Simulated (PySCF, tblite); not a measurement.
Species: C3H7BO2.
Numbering: `[CH2:1]=[C:2]([CH3:3])[B:4]([OH:5])[OH:6]` (hydrogens: H7, H8 on C1; H9, H10, H11 on C3; H12 on O5; H13 on O6)

Computed with GFN2-xTB (tblite), gas phase: Langevin dynamics at 300 K from the optimised GFN2-xTB geometry, time step 0.5 fs, friction 0.01 fs⁻¹, 2000 steps. Over the second half of the run the saved frames average 302 K.

Frame at 250 fs, instantaneous temperature 332 K:
```
atom  x, y, z in Å
C1     -0.396    0.404    1.744
C2     -0.544   -0.075    0.544
C3     -1.893   -0.338    0.002
B4      0.617   -0.077   -0.601
O5      0.401   -0.771   -1.789
O6      1.819    0.528   -0.415
H7     -1.289    0.389    2.431
H8      0.542    0.530    2.229
H9     -2.765   -0.131    0.695
H10    -2.067   -1.403   -0.179
H11    -2.079   -0.085   -1.031
H12     1.221   -0.744   -2.285
H13     1.861    1.135    0.293
```

Frame at 425 fs, instantaneous temperature 313 K:
```
atom  x, y, z in Å
C1     -0.657   -0.215    2.300
C2     -0.742   -0.259    0.947
C3     -2.145   -0.085    0.421
B4      0.315   -0.281   -0.144
O5     -0.056   -1.046   -1.235
O6      1.501    0.440   -0.269
H7     -1.533   -0.198    2.955
H8      0.311   -0.185    2.789
H9     -2.903    0.097    1.226
H10    -2.429   -0.964   -0.177
H11    -2.180    0.708   -0.302
H12     0.609   -1.162   -1.914
H13     1.822    0.994    0.431
```

Frame at 625 fs, instantaneous temperature 269 K:
```
atom  x, y, z in Å
C1     -0.105   -0.635    2.134
C2     -0.682   -0.407    0.956
C3     -2.159   -0.768    0.735
B4      0.118   -0.061   -0.381
O5     -0.507   -0.167   -1.525
O6      1.411    0.344   -0.474
H7     -0.606   -0.989    2.972
H8      0.989   -0.353    2.379
H9     -2.382   -1.422    1.573
H10    -2.279   -1.320   -0.152
H11    -2.652    0.240    0.668
H12    -0.035    0.256   -2.224
H13     1.782    0.445    0.384
```

Frame at 800 fs, instantaneous temperature 249 K:
```
atom  x, y, z in Å
C1      0.141   -1.000    1.660
C2     -0.588   -0.513    0.684
C3     -2.122   -0.694    0.773
B4     -0.041    0.164   -0.652
O5     -0.649   -0.001   -1.814
O6      1.007    0.999   -0.641
H7     -0.277   -1.312    2.563
H8      1.197   -1.109    1.507
H9     -2.485   -0.620    1.821
H10    -2.424   -1.692    0.361
H11    -2.646    0.093    0.230
H12    -0.337    0.422   -2.652
H13     1.460    1.137    0.199
```

Frame at 1000 fs, instantaneous temperature 263 K:
```
atom  x, y, z in Å
C1      0.250   -0.781    1.776
C2     -0.674   -0.645    0.848
C3     -2.065   -1.175    1.171
B4     -0.375   -0.187   -0.616
O5     -1.289   -0.578   -1.559
O6      0.700    0.529   -1.043
H7      0.071   -1.371    2.674
H8      1.317   -0.663    1.545
H9     -2.192   -1.299    2.275
H10    -2.399   -2.173    0.876
H11    -2.831   -0.444    0.787
H12    -1.213   -0.209   -2.401
H13     1.236    0.713   -0.318
```

**Question.** What do single points at PBE0/def2-SVPD (PySCF, gas phase, TDDFT, vertical, frozen core in the response) give on these frames?

**Answer.** 
| t (fs) | GFN2-xTB E above start (eV) | DFT E above lowest frame (eV) | HOMO (eV) | LUMO (eV) | dipole (D) | S1 (eV) | f(S1) |
| --- | --- | --- | --- | --- | --- | --- | --- |
| 250 | 0.57 | 0.18 | -7.57 | -0.59 | 1.09 | 6.38 | 0.180 |
| 425 | 0.37 | 0.00 | -7.31 | -0.58 | 1.27 | 6.13 | 0.163 |
| 625 | 0.49 | 0.16 | -7.61 | -0.59 | 0.97 | 6.33 | 0.036 |
| 800 | 0.33 | 0.03 | -7.47 | -0.38 | 0.85 | 6.30 | 0.116 |
| 1000 | 0.49 | 0.08 | -7.74 | -0.78 | 0.89 | 6.45 | 0.214 |

The two levels order the frames alike by energy but for pairs within 0.08 eV at one level; measured from each level's lowest frame they differ by 0.08 eV at most. The HOMO–LUMO gap runs from 6.73 to 7.09 eV. These are instantaneous structures, not minima.

The cost below is that of the whole dynamics run. The run took 7.7 s wall on Arm Neoverse V1, one thread, no GPU, shared host with 32 logical CPUs at a one-minute load of 12, and the process peaked at 0.18 GiB of memory.
